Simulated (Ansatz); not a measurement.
def2 core potentials replace the inner electrons of Sn.

Calculation: frozen-core CCSD(T)/def2-SVP // PBE0-D3(BJ)/def2-SVP (Ansatz, a program for electronic structure). The restricted HF reference is unstable towards unrestricted orbitals.

Ansatz 0.2 input:
```yaml
crystal:
  periodic: [false, false, false]
  atoms:
    - { symbol: C, position_ang: [-1.140452, -0.656952, 2.665233] }
    - { symbol: O, position_ang: [-1.502891, 0.252456, 1.664749] }
    - { symbol: Sn, position_ang: [-0.767355, 0.093566, -0.171594] }
    - { symbol: O, position_ang: [-1.740059, 1.528362, -1.105228] }
    - { symbol: C, position_ang: [-2.654528, 2.377148, -0.459806] }
    - { symbol: O, position_ang: [-1.307002, -1.595441, -1.046479] }
    - { symbol: C, position_ang: [-2.624889, -1.806834, -1.473962] }
    - { symbol: C, position_ang: [1.344375, 0.080623, -0.24406] }
    - { symbol: C, position_ang: [1.984973, -0.818501, -1.104685] }
    - { symbol: C, position_ang: [3.377959, -0.856745, -1.153465] }
    - { symbol: C, position_ang: [4.1298, -0.004996, -0.344983] }
    - { symbol: C, position_ang: [3.492547, 0.886018, 0.518024] }
    - { symbol: C, position_ang: [2.100049, 0.929641, 0.57204] }
    - { symbol: H, position_ang: [-0.043792, -0.74349, 2.799267] }
    - { symbol: H, position_ang: [-1.560163, -0.310995, 3.624944] }
    - { symbol: H, position_ang: [-1.532594, -1.675377, 2.480376] }
    - { symbol: H, position_ang: [-2.238723, 3.397145, -0.361544] }
    - { symbol: H, position_ang: [-3.575504, 2.449676, -1.065186] }
    - { symbol: H, position_ang: [-2.937105, 2.031377, 0.549913] }
    - { symbol: H, position_ang: [-3.062401, -0.921764, -1.971908] }
    - { symbol: H, position_ang: [-2.632474, -2.637022, -2.200195] }
    - { symbol: H, position_ang: [-3.295375, -2.088892, -0.639963] }
    - { symbol: H, position_ang: [1.393354, -1.492218, -1.730271] }
    - { symbol: H, position_ang: [3.878351, -1.557714, -1.826046] }
    - { symbol: H, position_ang: [5.221268, -0.037392, -0.385316] }
    - { symbol: H, position_ang: [4.082619, 1.549813, 1.154738] }
    - { symbol: H, position_ang: [1.609713, 1.628709, 1.255406] }
basis:
  gaussian: { orbitals: def2-SVP }
correlation:
  method: ccsd_t
```

Output:

```
Functional definition: HF
2768 factors; integrals over basis functions are off by at most 1.6e-3 eV
mean field evaluation 1: about -21392.1953 eV, gradient 5.7e1 eV
mean field evaluation 2: about -21392.5936 eV, gradient 5.7e1 eV
mean field evaluation 4: about -21400.4686 eV, gradient 6.8e0 eV
mean field evaluation 8: about -21400.6151 eV, gradient 1.4e-1 eV
mean field evaluation 16: about -21398.1118 eV, gradient 3.3e1 eV
mean field -21400.61519307 eV, -786.4581024875 hartree, gradient 1.3e-6 eV, S^2 0.000000; 0 other end points of the search recorded, 0 dependent functions left out; unrestricted orbitals would lower it
16 core orbitals not correlated
reference -21400.61519307 eV, -786.4581024875 hartree; 41, 41 occupied and 207, 207 virtual orbitals, 2768 factors
second order -50.97005855 eV of doubles, -0.00000000 eV of singles
cycle   1  -51.61597188 eV  change   -6.5e-1 eV  update   1.8e-1
cycle   2  -53.04554321 eV  change    -1.4e0 eV  update   5.6e-2
cycle   3  -53.42945386 eV  change   -3.8e-1 eV  update   2.9e-2
cycle   4  -53.42762389 eV  change    1.8e-3 eV  update   7.7e-3
cycle   5  -53.42605443 eV  change    1.6e-3 eV  update   3.9e-3
cycle   6  -53.42789143 eV  change   -1.8e-3 eV  update   1.2e-3
cycle   7  -53.42750012 eV  change    3.9e-4 eV  update   5.4e-4
cycle   8  -53.42721272 eV  change    2.9e-4 eV  update   1.8e-4
cycle   9  -53.42722018 eV  change   -7.5e-6 eV  update   7.6e-5
perturbative correction -1.90133879 eV, -0.0698729116 hartree
Total energy: -21455.94375204 eV, -788.4913895263 hartree
```

Cost: around 120 core-minutes (rough).
